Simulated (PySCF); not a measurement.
Shapes and spin states of Pb₂Cl⁺

All numbers come from PySCF, B3LYP, basis Cl def2-SVP, Pb def2-SVP with ECP60 (scalar-relativistic core potentials, no spin–orbit coupling, density fitting).

Relaxations began from a few typed shapes and spin states; open shells are unrestricted. The search is not exhaustive: other isomers or separated fragments can lie lower, and high-lying points may rest on an excited occupation.

```tsv
spin	group	bonds	angles	imaginary modes (cm⁻¹)	ΔE (kJ/mol)	ΔE with ZPE (kJ/mol)
triplet	C2v	Cl–Pb 2.705 Å (×2), Pb–Pb 3.165 Å	Cl–Pb–Pb 54.2° (×2), Pb–Cl–Pb 71.6°	none	0.0	0.0
broken-symmetry Ms = 0 (⟨S²⟩ 1.00)	D∞h	Cl–Pb 2.683 Å (×2)	Pb–Cl–Pb 180.0°	28i, 28i	53.6	–
triplet	C2v	Cl–Pb 2.672 Å (×2)	Pb–Cl–Pb 92.5°	none	55.6	56.1
triplet	D∞h	Cl–Pb 2.639 Å (×2)	Pb–Cl–Pb 180.0°	none	61.1	60.6
```

The lowest minimum found is the triplet C2v: Cl–Pb 2.705 Å (×2), Pb–Pb 3.165 Å; Cl–Pb–Pb 54.2° (×2), Pb–Cl–Pb 71.6°.

For the lowest minimum: with an element this heavy the missing spin–orbit coupling can shift these numbers.

The electron or spin density has lower symmetry than the nuclear frame for the broken-symmetry Ms = 0 (⟨S²⟩ 1.00) D∞h at 53.6 kJ/mol.
